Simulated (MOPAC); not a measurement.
Input file for MOPAC: AM1 on CH5GeN (a complex), monomers drawn apart or pushed together.

```
AM1 1SCF PRECISE CHARGE=0 THREADS=1
CH5GeN

C     -0.15555863 1    -0.04077354 1     0.51888641 1
N     -0.30974141 1     0.43185724 1    -0.51398959 1
H     -0.01173314 1    -0.47752871 1     1.48292292 1
Ge     0.18580004 1    -0.03005183 1     5.62389096 1
H     -0.46547610 1     1.20470734 1     4.98531269 1
H     -0.72933366 1    -0.60765540 1     6.71004619 1
H      1.55070524 1     0.34135969 1     6.21582315 1
H      0.39235352 1    -1.09681552 1     4.53004277 1
```

Output:

```
*******************************************************************************
 **                                                                           **
 **                              MOPAC v23.2.5                                **
 **                                                                           **
 *******************************************************************************
 ** MOPAC's Digital Object Identifier: https://doi.org/10.5281/zenodo.6511958 **
 **                                                                           **
 ** Please cite the open-source release paper for use of this MOPAC version:  **
 ** J. E. Moussa and J. J. P. Stewart (2026)                                  **
 ** MOPAC: An open-source semiempirical molecular orbital program             **
 ** J. Open Source Softw., 11(119), 8025, https://doi.org/10.21105/joss.08025 **
 *******************************************************************************

                              AM1 CALCULATION RESULTS

 *******************************************************************************
 *  AM1        - The AM1 Hamiltonian to be used
 *
 *
 *
 *                 CHARGE ON SYSTEM = 0
 *
 *
 *
 *  PRECISE    - TIGHTER CRITERIA TO BE USED
 *  1SCF       - DO 1 SCF AND THEN STOP
 *  THREADS=1  - MULTI-THREADING NOT USED
 *  T=         - A TIME OF 172800.0 SECONDS REQUESTED
 *  DUMP=N     - RESTART FILE WRITTEN EVERY 7200.0 SECONDS REQUESTED
 *******************************************************************************
AM1 1SCF PRECISE CHARGE=0 THREADS=1
 CH5GeN

   ATOM   CHEMICAL          X               Y               Z
  NUMBER   SYMBOL      (ANGSTROMS)     (ANGSTROMS)     (ANGSTROMS)

     1       C         -0.15555863  *  -0.04077354  *   0.51888641  *
     2       N         -0.30974141  *   0.43185724  *  -0.51398959  *
     3       H         -0.01173314  *  -0.47752871  *   1.48292292  *
     4      Ge          0.18580004  *  -0.03005183  *   5.62389096  *
     5       H         -0.46547610  *   1.20470734  *   4.98531269  *
     6       H         -0.72933366  *  -0.60765540  *   6.71004619  *
     7       H          1.55070524  *   0.34135969  *   6.21582315  *
     8       H          0.39235352  *  -1.09681552  *   4.53004277  *



          CARTESIAN COORDINATES

    NO.       ATOM           X           Y           Z

     1         C         -0.1556     -0.0408      0.5189
     2         N         -0.3097      0.4319     -0.5140
     3         H         -0.0117     -0.4775      1.4829
     4        Ge          0.1858     -0.0301      5.6239
     5         H         -0.4655      1.2047      4.9853
     6         H         -0.7293     -0.6077      6.7100
     7         H          1.5507      0.3414      6.2158
     8         H          0.3924     -1.0968      4.5300

  H: (AM1): M.J.S. DEWAR ET AL, J. AM. CHEM. SOC. 107 3902-3909 (1985)
  C: (AM1): M.J.S. DEWAR ET AL, J. AM. CHEM. SOC. 107 3902-3909 (1985)
  N: (AM1): M.J.S. DEWAR ET AL, J. AM. CHEM. SOC. 107 3902-3909 (1985)
 Ge: (AM1): M.J.S.Dewar and C.Jie, Organometallics, 8, 1544, (1989)

           Empirical Formula: C H5 N Ge  =     8 atoms



      MOLECULAR POINT GROUP   :   C1


      RHF CALCULATION, NO. OF DOUBLY OCCUPIED LEVELS = 9


 -------------------------------------------------------------------------------
 AM1 1SCF PRECISE CHARGE=0 THREADS=1
 CH5GeN



     1SCF WAS SPECIFIED, SO BFGS WAS NOT USED
     SCF FIELD WAS ACHIEVED


                              AM1 CALCULATION
                                                       MOPAC v23.2.5 Linux




          FINAL HEAT OF FORMATION =         60.39884 KCAL/MOL =     252.70874 KJ/MOL


          COSMO AREA              =        138.52 SQUARE ANGSTROMS
          COSMO VOLUME            =        116.62 CUBIC ANGSTROMS

          IONIZATION POTENTIAL    =         11.721881 EV
          HOMO LUMO ENERGIES (EV) =        -11.722  0.630
          NO. OF FILLED LEVELS    =          9
          MOLECULAR WEIGHT        =        103.6472         POINT GROUP:  C1

          MOLECULAR DIMENSIONS (Angstroms)

            Atom       Atom       Distance
            H     6    N     2     7.31049
            H     8    H     5     2.49211
            N     2    H     7     2.40246


          SCF CALCULATIONS        =          1





   ATOM   CHEMICAL          X               Y               Z
  NUMBER   SYMBOL      (ANGSTROMS)     (ANGSTROMS)     (ANGSTROMS)

     1       C         -0.15555863  *  -0.04077354  *   0.51888641  *
     2       N         -0.30974141  *   0.43185724  *  -0.51398959  *
     3       H         -0.01173314  *  -0.47752871  *   1.48292292  *
     4      Ge          0.18580004  *  -0.03005183  *   5.62389096  *
     5       H         -0.46547610  *   1.20470734  *   4.98531269  *
     6       H         -0.72933366  *  -0.60765540  *   6.71004619  *
     7       H          1.55070524  *   0.34135969  *   6.21582315  *
     8       H          0.39235352  *  -1.09681552  *   4.53004277  *

                             CARTESIAN COORDINATES

   1    C       -0.155558630    -0.040773540     0.518886410
   2    N       -0.309741410     0.431857240    -0.513989590
   3    H       -0.011733140    -0.477528710     1.482922920
   4   Ge        0.185800040    -0.030051830     5.623890960
   5    H       -0.465476100     1.204707340     4.985312690
   6    H       -0.729333660    -0.607655400     6.710046190
   7    H        1.550705240     0.341359690     6.215823150
   8    H        0.392353520    -1.096815520     4.530042770


           Empirical Formula: C H5 N Ge  =     8 atoms



      MOLECULAR POINT GROUP   :   C1


                  EIGENVALUES
 -36.92797 -21.33039 -16.07397 -13.94004 -13.82609 -13.82586 -11.74506 -11.74062
 -11.72188   0.63049   0.71991   0.74630   1.81619   1.81635   2.80907   3.08387
   6.46106


              NET ATOMIC CHARGES AND DIPOLE CONTRIBUTIONS

  ATOM NO.   TYPE          CHARGE      No. of ELECS.   s-Pop       p-Pop
    1          C          -0.189422        4.1894     1.31656     2.87286
    2          N          -0.046818        5.0468     1.81584     3.23098
    3          H           0.236148        0.7639     0.76385
    4         Ge          -0.001265        4.0013     0.94891     3.05235
    5          H           0.001238        0.9988     0.99876
    6          H           0.005046        0.9950     0.99495
    7          H           0.004690        0.9953     0.99531
    8          H          -0.009617        1.0096     1.00962
 DIPOLE           X         Y         Z       TOTAL
 POINT-CHG.     0.193    -0.551     1.414     1.530
 HYBRID         0.122    -0.385     0.772     0.871
 SUM            0.315    -0.936     2.186     2.399


          ATOMIC ORBITAL ELECTRON POPULATIONS

     Atom    s        px        py        pz
    1  C   1.31656   0.94992   0.95355   0.96940
    2  N   1.81584   1.05197   1.06360   1.11540
    3  H   0.76385
    4 Ge   0.94891   1.02185   1.01278   1.01772
    5  H   0.99876
    6  H   0.99495
    7  H   0.99531
    8  H   1.00962

 **********************
 *                    *
 * JOB ENDED NORMALLY *
 *                    *
 **********************




 == MOPAC DONE ==
```

The run finished.

Cost: very roughly 0.05 core-seconds.
